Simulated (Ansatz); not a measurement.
Computed with Ansatz on PBE0-D4/def2-TZVP structures; ΔE is electronic, products minus reactants. CBS: MP2 limit from def2 TZ/QZ plus the TZ coupled-cluster correction, frozen cores. Functionals use def2-TZVPP. B3LYP here is the variant with VWN-RPA as its local correlation; programs differ in this. One conformer a species, not always the lowest.

Reaction (redistribution): `[CH3][AlH][SiH2]F` + `B[SiH2]COC` → `B[SiH2][CH2][AlH][CH3]` + `CO[SiH2]F`

Question: Is it downhill or uphill in electronic energy at CCSD(T)/CBS, and by how much? (Estimate.)

Answer: Ansatz gave: Downhill: ΔE = -233.6 kJ/mol.

Question: What do these levels give: PBE-D4, r2SCAN-D4, B3LYP-D4, ωB97X-V, ωB97M-V, B2PLYP, HF/def2-TZVPP, SCS-MP2/def2-TZVPP, CCSD(T)/def2-TZVPP, SCS-MP2/def2-QZVPP, MP2/CBS(def2), CCSD/CBS(def2)? (Best estimate.)

Answer: Computed: PBE-D4 -206.5, r2SCAN-D4 -230.3, B3LYP-D4 -222.5, ωB97X-V -220.9, ωB97M-V -236.1, B2PLYP -226.2, HF/def2-TZVPP -218.9, SCS-MP2/def2-TZVPP -238.1, CCSD(T)/def2-TZVPP -230.5, SCS-MP2/def2-QZVPP -240.4, MP2/CBS(def2) -251.9, CCSD/CBS(def2) -231.8 kJ/mol.

Largest T1 diagnostic among the species: 0.011.

From PBE to PBE0 (25 % exact exchange), in def2-TZVPP and without D4, ΔE moves by −10.4 kJ/mol. The D4 term adds −11.4 kJ/mol with B3LYP and −6.0 kJ/mol with PBE0; it sums over pairs of atoms, weighted by their polarisabilities, and B3LYP, whose exchange is more repulsive, gets the larger term.
